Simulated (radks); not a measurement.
Ionisation of neutral thulium, [Xe] 4f13 6s2, to [Xe] 4f13 6s1 as the strength of local exchange is varied. Method: non-relativistic Kohn-Sham, Slater X-alpha exchange (alpha = 2/3 is LDA exchange), no correlation, spin-polarised, spherical densities, point nucleus; open shells are filled with parallel spins first (spin-orbit coupling, left out, can overturn this in heavy ions); relativity is left out, which matters for an element this heavy; computed with a radial shooting solver on a logarithmic mesh with Libxc functionals.

alpha	E(Tm) (hartree)	exchange (hartree)	IE (eV)	-e of the level emptied (eV)	<r> of it (bohr)
0.568	-12891.6010	-219.4687	4.523	2.486 (6s)	4.498
0.612	-12908.6147	-236.8185	4.690	2.662 (6s)	4.437
0.667	-12929.9169	-258.5749	4.905	2.889 (6s)	4.362
0.677	-12933.7943	-262.5388	4.945	2.931 (6s)	4.349
0.814	-12987.0431	-317.0991	5.507	3.535 (6s)	4.176
0.874	-13010.4396	-341.1430	5.764	3.814 (6s)	4.105
0.888	-13015.9053	-346.7663	5.825	3.880 (6s)	4.089

NIST Atomic Spectra Database: 6.184 eV (measured). The central value is not met in this range of alpha. Relativity is left out here, which matters for elements this heavy. Open shells are spherical and high-spin; term and fine-structure splittings are not resolved.
